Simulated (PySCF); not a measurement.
# Core-level binding energies of 1,3-cyclopentanedione

Compound: 1,3-cyclopentanedione, C5H6O2.
SMILES with atom numbers: `[O:1]=[C:2]1[CH2:3][CH2:4][C:5](=[O:6])[CH2:7]1`

The calculation used delta-SCF UKS SCAN, pcX-2 on the ionised atom, pcseg-1 elsewhere, spin-free X2C in PySCF. Vertical ΔSCF values, vacuum level as zero.

Task: Give the core binding energies atom by atom.

Result: 
```json
{"atom(s)": "O1/O6", "environment": "ketone oxygen", "level": "O 1s", "binding energy (eV)": "538.10", "above the level's lowest (eV)": "0.00", "count": "2"}
{"atom(s)": "C2/C5", "environment": "ketone carbonyl carbon", "level": "C 1s", "binding energy (eV)": "293.80", "above the level's lowest (eV)": "+2.48", "count": "2"}
{"atom(s)": "C3/C4", "environment": "sp3 carbon next to a carbonyl", "level": "C 1s", "binding energy (eV)": "291.38", "above the level's lowest (eV)": "+0.06", "count": "2"}
{"atom(s)": "C7", "environment": "sp3 carbon next to a carbonyl", "level": "C 1s", "binding energy (eV)": "291.32", "above the level's lowest (eV)": "0.00", "count": "1"}
```

Lowest listed C 1s: C7, bonded to 2 C and 2 H. Highest, 2.48 eV above it: C2/C5, bonded to O (double bond) and 2 C. Summing the Pauling electronegativity differences to the bonded atoms, each weighted by its formal bond order, gives -0.70 for the lowest site and +1.78 for the highest; no listed site has a larger sum than the highest.

Task: Which photon energy gives electrons from C 1s of C2/C5 a kinetic energy of 50 eV, and what is their de Broglie wavelength?

Result: hν = 293.80 + 50 = 343.80 eV, recoil neglected; λ = 12.264 Å/√(E/eV) = 1.73 Å.

The first atom of each set that the bonding makes equivalent was ionised and stands for the set. The unrestricted hole states depart most from a pure doublet (⟨S²⟩ = 0.75; over 0.85 named) for C 1s of C2/C5 (0.91), which makes this value less certain. The structure is a single GFN2-xTB conformer in the gas phase; no vibrational or solvent corrections.

Time: 96 s of wall time. Hardware: one thread of an x86-64 server, no GPU, on a shared host.
